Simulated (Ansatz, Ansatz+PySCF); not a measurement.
| atom | x (Å) | y (Å) | z (Å) |
| --- | --- | --- | --- |
| C | -0.0340 | -0.0204 | -1.0521 |
| S | -0.0354 | 0.0071 | 0.5501 |
| H | -0.0320 | -0.9570 | -1.6398 |
| H | -0.0063 | 0.8801 | -1.6131 |

Basis set: def2-SVP (spherical functions). Frozen core: 6 orbitals. Charge 0, multiplicity 1.

Computed with Ansatz (development build ahead of 0.2.0); each method stands on the lowest determinant of its kind that the runs found. Restricted open shells among the atoms or ions are ROHF, correlated in semicanonical orbitals with singles. Restricted functionals stand beside restricted open-shell atoms, which can lie above the unrestricted atoms usual in DFT and then raise those values.

The atomization energy at this shape (free ground-state atoms in the same class of orbitals less the molecule, no zero-point energy) of singlet CH2S:

| method | atomization energy |
| --- | --- |
| ωB97X (restricted) | 323.16 kcal/mol |
| ωB97X (unrestricted) | 320.45 kcal/mol |
| r²SCAN (unrestricted) | 322.90 kcal/mol |
| r²SCAN (restricted) | 325.98 kcal/mol |
| PBE0 (restricted) | 324.78 kcal/mol |
| PBE0 (unrestricted) | 322.80 kcal/mol |
| PBE (restricted) | 333.00 kcal/mol |
| RHF-CCSD(T) | 305.07 kcal/mol |
| UHF-CCSD(T) | 304.49 kcal/mol |
| RHF-MP2 | 306.25 kcal/mol |
| UHF-MP2 | 297.66 kcal/mol |
| UHF | 225.53 kcal/mol |
| RHF | 228.93 kcal/mol |

Task: What does PBE (unrestricted) give?

Result: 331.50 kcal/mol. Caution for UHF-CCSD(T), UHF-MP2, UHF: the unrestricted determinant is spin contaminated. Caution for UHF-MP2: another reference gives a lower total.
